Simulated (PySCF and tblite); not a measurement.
Values are calculated unless marked as measured or tabulated.
System: C6H7NO, numbered as in [CH3:1][n:2]1[cH:3][cH:4][cH:5][c:6]1[CH:7]=[O:8].

Geometries: GFN2-xTB; energies: revPBE/pcSseg-1 + D3(BJ); zero-point and thermal terms from GFN2-xTB harmonic modes (soft modes blended into free rotors). Rate constants are transition-state-theory values, counting equivalent paths, without tunnelling. Run with tblite and PySCF.

Problem. Estimate the barrier and the room-temperature rate of the rotation about the C6–C7 bond (torsion N2–C6–C7–O8 from 0° to 180°, rising).

Solution. The electronic barrier is 16.8 kcal/mol and ΔG‡(298 K) 16.1 kcal/mol, over a C1 saddle with an imaginary mode of 229i cm⁻¹ (GFN2-xTB). With 2 equivalent paths, k is 20 s⁻¹, a mean lifetime of the start of 51 ms against this motion. The end lies 3.2 kcal/mol above the start in free energy.
